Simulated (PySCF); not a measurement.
## How methods differ on the ionisation energy of Bi+

Bi+ [Xe] 4f14 5d10 6s2 6p2 (3P) → Bi(2+) [Xe] 4f14 5d10 6s2 6p1 (2P), as a difference of total energies. Calculation: PySCF 2.14, in x2c-TZVPPall; scalar relativity by spin-free X2C-1e. Correlated levels: valence: [Xe] 4f14 5d10 frozen; valence and next inner shell: [Kr] 4d10 4f14 frozen. The calculations carry no spin-orbit coupling.

| method | ionisation energy (eV) | difference from reference (eV) |
| --- | --- | --- |
| UHF | 15.354 | -1.349 |
| LDA | 16.034 | -0.669 |
| PBE | 15.819 | -0.884 |
| PBE0 | 15.878 | -0.825 |
| r2SCAN | 15.955 | -0.748 |
| MN15 | 15.995 | -0.708 |
| B2PLYP | 15.727 | -0.976 |
| BHandHLYP | 15.785 | -0.918 |
| ROHF | 15.322 | -1.381 |
| MP2 (valence) | 15.614 | -1.089 |
| SCS-MP2 (valence) | 15.557 | -1.146 |
| MP2 (valence and next inner shell) | 15.809 | -0.894 |
| SCS-MP2 (valence and next inner shell) | 15.671 | -1.032 |

Reference: 16.703 eV (measured; NIST Atomic Spectra Database, ionization energies).

Spin-orbit coupling is strong in these open shells (close to jj coupling). The scalar numbers leave it out and a first-order estimate fails, so it can dominate the gap to the real levels.

Errors of the correlated levels include the incompleteness of this basis and the frozen core.
